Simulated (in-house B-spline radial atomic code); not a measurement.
Values are calculated unless marked as measured or tabulated.
Ghost states of the separable form: P

P, [Ne] 3s2 3p3, non-relativistic PBE, spherical and spin-unpolarised, from a B-spline radial code for spherical atoms (atomic units; all potentials screened as in the neutral atom).

Troullier-Martins channels: 3s (ε = -0.5106, r_c = 1.33 bohr), 3p (ε = -0.2028, r_c = 1.625 bohr). In the Kleinman-Bylander form one channel serves as the local potential, and each other channel l becomes |δV u><u δV|/<u|δV|u>, with δV = V_l − V_local and u the pseudo-orbital. Its strength is E_KB = <u|δV²|u>/<u|δV|u>. By the analysis of Gonze, Stumpf and Scheffler a spurious state lies below the reference level ε if E_KB > 0 and ε is above the second level of the local potential alone, or if E_KB < 0 and ε is above its first. The table's levels are those of angular momentum l in a sphere of 9 bohr, whose wall can lift a shallow ε a little above its free-atom value.

```
local  channel   <u δV u>  <u δV² u>        ε  first local level  second local level
    p        s    0.11171    0.29744  -0.5106            -0.7590             -0.0182
    s        p  -0.061103    0.16337  -0.2026            -0.1671              0.1062
```

(1) Apply the rule to each row.

Diagonalising the separable Hamiltonian gives:

```tsv
local	channel	three lowest levels	all-electron, two lowest valence levels
p	s	-0.5106, 0.0235, 0.3106	-0.5106, 0.0237
s	p	-0.2026, 0.0941, 0.4060	-0.2026, 0.0942
```

(2) Which choices of local channel are safe?

Results:

(1) Local p, channel s: E_KB = +2.66, so ε = -0.5106 is set against -0.0182: no ghost. Local s, channel p: E_KB = -2.67, so ε = -0.2026 is set against -0.1671: no ghost.

(2) All are free of ghosts. Among the safe choices the second level, which tests transfer, is off by at most 0.1 millihartree (s local), 0.2 millihartree (p local).
